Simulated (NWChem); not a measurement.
**A calculation on vinylidene fluoride (C₂H₂F₂)**

```xyz
6

C      0.0000     0.0000     1.3820
C      0.0000     0.0000     0.0583
F      1.0734     0.0000    -0.6935
F     -1.0734     0.0000    -0.6935
H     -0.9458     0.0000     1.9203
H      0.9458     0.0000     1.9203
```
Charge 0, spin multiplicity 1.

The numbers come from NWChem runs, not from measurements. The geometry was optimised at PBE0/def2-SVP, a minimum by its harmonic frequencies.

The correlated methods keep 4 core orbitals frozen.

Worked example. A B2PLYP run in 3-21G ends its self-consistent part (53 % exact exchange, 47 % B88, 73 % LYP) at -275.12208 Ha, and second-order perturbation theory on those orbitals gives -0.50805 Ha unscaled.

The perturbative term enters with the weight 0.27: -275.12208 + 0.27·(-0.50805) = -275.25925 Ha is the total energy.
